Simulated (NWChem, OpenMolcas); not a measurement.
**How basis sets differ on GeHCl3 (SMILES [Cl][GeH]([Cl])[Cl])**

GeHCl3 has 5 atoms, charge 0, and is taken as a singlet. As SMILES, `[Cl][GeH]([Cl])[Cl]`. Geometry: relaxed at PBE0-D4/def2-TZVP.

Quantity: the HOMO–LUMO gap, in eV. The values are calculated.

```tsv
level	kind	program	value (eV)
HF/ANO-RCC-MB (DKH2)	Hartree–Fock	OpenMolcas	14.33
HF/STO-3G	Hartree–Fock	OpenMolcas	17.20
HF/3-21G	Hartree–Fock	NWChem	15.14
HF/cc-pVDZ	Hartree–Fock	OpenMolcas	15.36
```

All-electron rows without a relativistic Hamiltonian named are non-relativistic. The values span 14.33 to 17.20 eV. A Hartree–Fock LUMO above zero doesn't converge with the basis: it sinks as sets grow more diffuse. Orbital gaps aren't excitation energies.
